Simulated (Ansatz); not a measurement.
```yaml
crystal:
  periodic: [false, false, false]
  atoms:
    - {symbol: Sn, position_ang: [-0.001067, 0.001690, -0.182730]}
    - {symbol: Cl, position_ang: [0.012462, -0.019863, 2.150128]}
    - {symbol: H, position_ang: [1.629032, 0.010897, -0.665195]}
    - {symbol: H, position_ang: [-0.824319, 1.417689, -0.638028]}
    - {symbol: H, position_ang: [-0.816107, -1.410403, -0.664175]}
basis:
  gaussian: {orbitals: def2-mTZVPP}
total_charge: -1
magnetization: {spin_polarized: true, initial_magnetization: 1}
hamiltonian: {xc: {name: revPBE}}
scf: {lower_state_search: off}
```

```sh
$ ansatz run in.yaml --threads 4 --pin off --events-out ev --progress --plain --max-ram 3916MiB
```

Output, abridged:

```
Functional definition: revPBE
813 factors; their error is unknown
mean field evaluation 1: about -18400.3252 eV, gradient 1.7e1 eV
mean field evaluation 2: about -18398.7577 eV, gradient 2.4e1 eV
mean field evaluation 4: about -18401.9330 eV, gradient 6.4e-1 eV
mean field evaluation 8: about -18401.9287 eV, gradient 9.7e-2 eV
mean field evaluation 16: about -18401.9287 eV, gradient 4.0e-5 eV
mean field -18401.92874536 eV, -676.2584081167 hartree, gradient 2.1e-6 eV, S^2 0.751336; 0 other end points of the search recorded, 0 dependent functions left out
reference -18401.92880828 eV, -676.2584104288 hartree; 22, 21 occupied and 56, 57 virtual orbitals, 813 factors
Total energy: -18401.92880828 eV, -676.2584104288 hartree
Checks for a lower state left out: stability, starts, cluster_reference, orbital_swaps, neighbouring_geometries, increment
```

Run time 0.5 s (4 threads of Arm Neoverse V2 on a shared host).

In the def2 sets Sn takes a core potential; there is no spin–orbit coupling. The highest occupied level of an anion often lies above zero with these methods, and sets without diffuse functions describe the outer electron poorly.
